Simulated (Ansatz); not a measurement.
SbI2, SMILES [I][Sb][I], multiplicity 2.

Geometry: B3LYP-D3(BJ)/def2-SVP. The multiplicity is an assumed one; other spin states were not compared. The isomer is the one that the SMILES or the coordinates give; other isomers of the formula were not compared. The def2 effective core potentials stand for the cores of I, Sb; spin–orbit coupling is left out.

Two levels are set side by side: PBE/def2-SVPD (Ansatz, a program for electronic structure) and ωB97X-V/def2-SVPD (Ansatz). Energy differences of separate SCF runs at the same geometry; the states with an electron removed or added have multiplicity 1 and 1. Differences are taken from unrounded values.

| quantity | ωB97X-V | PBE | PBE minus ωB97X-V |
|---|---|---|---|
| vertical ionisation energy (eV) | 8.25 | 7.69 | -0.56 |
| vertical electron affinity (eV) | 2.12 | 1.83 | -0.28 |
